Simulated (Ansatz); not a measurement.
## Molecular dynamics of BH$_{3}$O$_{3}$

The input (input.yaml):

```yaml
crystal:
  periodic: [false, false, false]
  atoms:
    - { symbol: B, position_ang: [0.068735, -0.270738, 0.100451] }
    - { symbol: O, position_ang: [-0.090517, -0.031061, 1.447818] }
    - { symbol: H, position_ang: [-1.015259, -0.030206, 1.740817] }
    - { symbol: O, position_ang: [1.355524, -0.256292, -0.372252] }
    - { symbol: H, position_ang: [1.365731, -0.449906, -1.325158] }
    - { symbol: O, position_ang: [-0.958131, -0.520004, -0.797518] }
    - { symbol: H, position_ang: [-1.845482, -0.521794, -0.403459] }
basis:
  gaussian: { orbitals: def2-SVP }
hamiltonian:
  xc: pbe
  dispersion: d4
md:
  timestep: 0.5
  n_steps: 250
  ensemble: nvt_nose_hoover
  temperature: 700.0
  initial_velocities: maxwell_boltzmann
  seed: 463397
```

Run as:

```bash
$ ansatz run input.yaml --threads 1 --pin off --max-ram 2048MiB --backend cpu --events-out ev --progress --plain --runs-dir out
```

It starts from a relaxed structure.

Output, in part (step lines, the closing report, with atoms numbered from 0):

```
md step     0: t =     0.00 fs  T =   700.0 K  F+E_penalty+E_count = -6857.73317053 eV  E_kin = 0.452410 eV  conserved = -6857.28076053 eV  (25 SCF iters)
[... lines left out ...]
Total energy: -6857.41169300 eV, -252.0052315972 hartree
Atom 0 at     0.070843    -0.251687     0.121332 Å, force     0.009537    -0.149825    -0.056751 eV/Å
Atom 1 at    -0.135990    -0.041769     1.452453 Å, force     0.775049     0.372972     1.050292 eV/Å
Atom 2 at    -0.905151     0.106587     2.037581 Å, force     0.290180    -0.221346    -1.107934 eV/Å
Atom 3 at     1.328220    -0.258979    -0.424679 Å, force     0.964264     0.203262     1.013322 eV/Å
Atom 4 at     1.409669    -0.550179    -1.347186 Å, force    -0.475065     0.071269     0.131008 eV/Å
Atom 5 at    -0.898720    -0.528417    -0.775760 Å, force    -1.191009    -0.238275    -1.312280 eV/Å
Atom 6 at    -1.809986    -0.416492    -0.488925 Å, force    -0.372956    -0.038058     0.282342 eV/Å
Dipole moment:    -0.604143     0.005518     0.028332 e Å
```

The steps, from the saved trajectory:

```tsv
time (fs)	T (K)	potential energy less start (eV)	conserved less start (meV/atom)
0	700	0.000	0.00
4	469	0.150	0.09
8	223	0.310	0.27
12	353	0.226	0.19
16	352	0.231	0.44
20	281	0.279	0.59
24	111	0.390	0.51
28	164	0.357	0.47
32	384	0.217	0.38
36	606	0.076	0.07
40	401	0.214	0.21
44	356	0.246	0.16
48	507	0.152	0.03
52	395	0.232	0.40
56	289	0.308	0.51
60	130	0.415	0.56
64	237	0.351	0.66
68	430	0.233	0.48
72	483	0.207	0.23
76	382	0.282	0.34
80	586	0.157	0.04
84	618	0.147	0.01
88	403	0.299	0.39
92	305	0.372	0.38
96	229	0.430	0.58
100	372	0.348	0.76
104	441	0.317	0.59
108	333	0.398	0.46
112	471	0.319	0.46
116	818	0.108	0.04
120	733	0.181	0.10
124	509	0.340	0.34
```

All steps were run. The conserved energy stayed within 0.81 meV per atom of its start (net change 0.056 meV per atom), so the integration is sound. The mean temperature of the second half is 35 % below the set value. A run of 0.12 ps of so small a system gives no equilibrium averages.

The same pairs are bonded in the first frame and the last. Pairs count as bonded within 1.25 times the sum of covalent radii (0.12 Å more for H–H).

Last frame:

```xyz
7
Properties=species:S:1:pos:R:3
B 0.071 -0.252 0.121
O -0.136 -0.042 1.452
H -0.905 0.107 2.038
O 1.328 -0.259 -0.425
H 1.410 -0.550 -1.347
O -0.899 -0.528 -0.776
H -1.810 -0.416 -0.489
```

Time of the run: 6 min on 1 thread of Arm Neoverse V1, on a shared host, peak memory 0.12 GiB.
